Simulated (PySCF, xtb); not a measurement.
Al(Me)(OH)2 (CH5AlO2), SMILES [CH3][Al]([OH])[OH].

GFN2-xTB in xtb at its own geometry gives an orbital gap of 4.75 eV and a dipole moment of 0.08 D.

Geometry optimised at PBE-D3(BJ)/def2-SVP. The isomer is the one that the SMILES or the coordinates give; other isomers of the formula were not compared. One conformer was computed; it need not be the lowest.

Problem. What does M06-2X/def2-TZVP (PySCF) give? (An estimate is asked for; the answer gives what the named calculation found.)

Solution. gap 10.18 eV (levels -9.82 and 0.36 eV), dipole 1.75 D.
